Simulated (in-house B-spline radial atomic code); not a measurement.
PBE hybrid excitations of Te⁶⁺

Method: PBE hybrid with 0.8 exact exchange. Computed with an all-electron radial atomic-structure program (B-spline basis): linear response of the closed shell [Kr] 4d10 with the functional's adiabatic kernel; scalar-relativistic (spin-free one-electron X2C), finite nucleus, no spin-orbit coupling, no double excitations, S, P, D and F terms only; shells from n = 2 respond. Only terms of natural parity with L up to 3 were computed.

Command:
```bash
python run_td.py task.json out
```
Settings (radii: box in bohr, nucleus in fm):
```
Z                        52
electrons                46
configuration            [Kr] 4d10
hamiltonian              x2c
method                   pbeh
box_radius               14.35
exact_exchange_fraction  0.8
rms_radius               4.7423
intervals                70
```

Cost of the run: 5 s on 1 thread of Arm Neoverse N1, with other jobs on the host.

The lowest states, in the order of their Tamm-Dancoff energies; the method's threshold (minus the highest occupied level) is 124.04 eV. Labels give the largest channel, * marks a mixed state, and oscillator strengths are full-response dipole values. Semilocal kernels can invert the small singlet-triplet splittings of Rydberg terms. Energies in eV:

```csv
state,full response,Tamm-Dancoff,oscillator strength
4d → 5s 3D,39.69,39.72,-
4d → 5s 1D,40.61,40.62,-
4d → 5p 3P,52.56,52.60,-
4d → 5p 3F,53.27,53.30,-
4d → 5p 1F,?,?,-
4d → 5p 1P,54.56,54.63,1.01
4d → 4f 3P,68.80,68.85,-
4d → 4f 3F,71.27,71.34,-
4d → 5d 3S,71.31,71.36,-
4d → 5d 3D,72.86,72.88,-
4d → 5d 1D,73.43,73.44,-
4d → 4f 1F,?,?,-
4d → 5d 1S,77.16,77.65,-
4d → 6s 3D,80.11,80.12,-
4d → 6s 1D,80.34,80.34,-
4d → 4f 1P,81.24,82.22,5.03
```

Q: Where does 4d → 5p 1F lie?

A: At 53.83 eV in full response, 53.83 eV in Tamm-Dancoff.

Q: Where does 4d → 4f 1F lie?

A: At 73.56 eV in full response, 73.60 eV in Tamm-Dancoff.

Q: How large is the singlet-triplet splitting of 4d → 5s (D terms) in Tamm-Dancoff?

A: 0.901 eV, from the unrounded values.

Q: What polarisabilities and dispersion coefficient does the method give?

A: Dipole 1.293 bohr³, quadrupole 1.767 bohr⁵, C6 3.956 hartree·bohr⁶ for two such species.
